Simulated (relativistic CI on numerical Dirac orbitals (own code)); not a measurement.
# Sb6+: sensitivity of the levels to the model

Base calculation: Dirac-Coulomb-Breit CI, KLI orbitals optimised for each configuration, QED by a radiative potential, unscaled Slater integrals.

CI space (outside the closed core [Ar] 3d10): 4s2 4p6 4d9, 4s2 4p6 4d8 5s, 4s2 4p6 4d8 4f, 4s2 4p5 4d10, 4s2 4p6 4d8 5p, 4s2 4p6 4d8 5d, 4s2 4p6 4d8 6s, 4s 4p6 4d10, 4s2 4p6 4d8 6p, 4s2 4p6 4d8 5f, 4s2 4p5 4d9 4f, 4s2 4p6 4d8 6d, 4s2 4p6 4d7 5s 5p, 4s2 4p6 4d8 6f, 4s2 4p6 4d7 5s2, 4s2 4p6 4d6 4f 5s2, 4s2 4p6 4d6 5s2 5p, 4s2 4p6 4d6 5s2 5d, 4s2 4p6 4d6 5s2 6s. Double excitations out of closed p, d and f shells are left out; levels of such configurations are missing from the list, as are those of other unlisted configurations, and high levels can miss mixing partners.

The lowest level and the first level of each name with at least 55 % of one term (blank where a level has no safe partner in the second run):

```tsv
Level	Base (cm⁻¹)	Shift (cm⁻¹)
4s2 4p6 4d9 2D_5/2	0	0
4s2 4p6 4d9 2D_3/2	10379	-83
4s2 4p6 4d8 5s 4F_9/2	286072	-79
4s2 4p6 4d8 5s 4F_7/2	290950	-7
4s2 4p6 4d8 5s 4F_5/2	296388	+22
4s2 4p6 4d8 5s 4F_3/2	298399	+6
4s2 4p6 4d8 5s 2F_7/2	300858	+164
4s2 4p6 4d8 5s 4P_1/2	314853	-126
4s2 4p6 4d8 5s 2D_5/2	321309	+83
4s2 4p6 4d8 5s 2G_9/2	324019	-98
4s2 4p6 4d8 5s 2G_7/2	324244	-89
4s2 4p6 4d8 5s 2P_3/2	325737	+113
4s2 4p6 4d8 5s 2P_1/2	325784	+97
4s2 4p6 4d8 5s 2S_1/2	367101	-328
4s2 4p6 4d8 5p 4D°_7/2	380563	+535
4s2 4p6 4d8 5p 4D°_5/2	389627	+601
4s2 4p6 4d8 5p 4G°_7/2	392624	+716
4s2 4p6 4d8 5p 4G°_11/2	394583	+683
4s2 4p6 4d8 5p 4D°_3/2	397331	+565
4s2 4p6 4d8 5p 4F°_9/2	398873	+790
4s2 4p6 4d8 5p 4D°_1/2	399431	+602
4s2 4p6 4d8 5p 2F°_7/2	400480	+815
```

At this charge configurations can still be misplaced by up to about 7 % of their energy. Levels and lines within the n = 5 or 6 shells can be off by up to 10 % or somewhat more, and those that change n by about 2 %, since core polarisation is missing.

Problem. One thing was changed in a second run, which moved the levels as shown. Which?
A. configuration mixing switched off
B. Breit term removed
C. one mean potential for all configurations
D. QED terms removed

Solution. C. One mean potential for all configurations. One potential for all configurations removes the relaxation of the orbitals, which moves whole configurations and changes the integrals a little.

LS names give the leading component of a level, which can be under half, so a name can repeat, a term be missing and a line seem to break the LS rules.
